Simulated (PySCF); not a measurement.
## Electron affinity of Sb by level of theory

Sb⁻ [Kr] 4d10 5s2 5p4 (3P) → Sb [Kr] 4d10 5s2 5p3 (4S), as a difference of total energies. Calculation: PySCF 2.14, in x2c-QZVPPall with one added diffuse shell each of s, p, d, f type (14s10p8d5f1g, 128 functions); scalar relativity by spin-free X2C-1e. Correlated levels: valence: [Kr] 4d10 frozen; valence and next inner shell: [Ar] 3d10 frozen. The calculations carry no spin-orbit coupling.

```tsv
method	electron affinity (eV)
UHF	-0.053
LDA	1.193
PBE	0.973
PBE0	0.902
r2SCAN	0.926
LC-wPBE	0.865
BHandHLYP	0.886
revPBE	0.904
MP2 (valence)	0.657
SCS-MP2 (valence)	0.721
MP2 (valence and next inner shell)	0.662
SCS-MP2 (valence and next inner shell)	0.712
```

A first-order spin-orbit estimate (lowest level to lowest level, LS coupling) adds 0.149 eV.

Errors of the correlated levels include the incompleteness of this basis and the frozen core.

A negative affinity means that the anion lies above the atom at that level of theory.

In the anion the highest occupied orbital energy is positive at LDA, PBE, PBE0, r2SCAN, BHandHLYP, revPBE, a self-interaction effect; the basis confines that electron, and the energy difference can still be sensible.

For comparison: 1.047 eV (measured; photodetachment measurements, as compiled on the Wikipedia data page of electron affinities).
